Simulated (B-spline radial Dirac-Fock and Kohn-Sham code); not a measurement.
**Relativistic shifts of the levels of Zr⁶⁺**

System: Zr⁶⁺ in the configuration [Ar] 3d10 4s2 4p4.

Both columns are ΔSCF binding energies of the configuration average from a radial B-spline solver: non-relativistic Hartree-Fock with a point nucleus, and Dirac-Fock with a finite nucleus and the Coulomb interaction alone, averaged over the two j levels with weights 2j+1.

```csv
shell,Hartree-Fock (eV),Dirac-Fock (eV),shift (eV),shift (%)
1s,17742.4,18144.1,+401.62,+2.26
2s,2548.1,2641.8,+93.70,+3.68
3s,514.1,531.5,+17.36,+3.38
3d,280.9,277.7,-3.20,-1.14
4s,137.9,140.8,+2.89,+2.10
4p,113.4,114.0,+0.54,+0.48
```

Relativity binds 1s, 2s, 3s, 4s, 4p more strongly, among those listed most of all 2s in relative terms, and 3d more weakly, because the contracted s and p shells screen the nucleus better.

Values without a named source are computed, but for edge energies of neutral atoms, which are taken from tables.
